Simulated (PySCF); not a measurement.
**Removing the step error of a finite difference**

System: C5H14BN, singlet, geometry from GFN2-xTB, atoms displaced at random by about 0.03 Å a coordinate. Level: R2SCAN/STO-3G, gradient (PySCF). Sums are taken with unrounded values, so a last digit can differ.

Central differences of the energy along z of atom 11 gave a gradient component of 0.008264 Eh/bohr at step 0.05 and 0.007605 Eh/bohr at step 0.2 (atomic units).

### Question
Extrapolate to zero step.

### Answer
The leading error of a symmetric difference goes as h², so A(h) = A0 + c h². Then c = (0.007605 - (0.008264))/(0.2² - 0.05²) = -0.0176 (atomic units) and A0 = 0.008264 - c × 0.05² = 0.008308 Eh/bohr. The analytic value from the same program and level (with grid response) is 0.008308 Eh/bohr: the smaller step missed it by -0.000045, the extrapolation by -0.000001.
